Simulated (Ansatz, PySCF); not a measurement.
hydrogen selenide (H2Se), SMILES [SeH2]. Atoms are numbered in the order given.

```xyz
3

Se     0.0000     0.0000     0.0654
H      0.0000    -1.0493    -0.9533
H      0.0000     1.0493    -0.9533
```
Charge 0, spin multiplicity 1.

The structure is a stationary point at ωB97X-D3(BJ)/def2-TZVPD.

Two levels are set side by side: PBE-D3(BJ)/def2-TZVPD (Ansatz, a program for electronic structure) and ωB97X-D3(BJ)/def2-TZVPD (PySCF). Each level has its own optimised geometry; the coordinates shown are those of the second. Frequencies come from the Hessian of PySCF at each geometry. Differences are taken from unrounded values.

```
quantity                            ωB97X-D3(BJ)  PBE-D3(BJ)  PBE-D3(BJ) minus ωB97X-D3(BJ)
----------------------------------  ------------  ----------  -----------------------------
mean bond length (Å)                       1.462       1.480                          0.018
bond Se1–H2 (Å)                            1.462       1.480                          0.018
bond Se1–H3 (Å)                            1.462       1.480                          0.018
highest harmonic wavenumber (cm⁻¹)          2508        2377                           -132
mean harmonic wavenumber (cm⁻¹)             2029        1919                           -109
zero-point energy (kcal/mol)                8.70        8.23                          -0.47
```

GGA bonds tend to be longer and softer than those of functionals with exact exchange. Differences between two approximate levels are no errors against the true value.
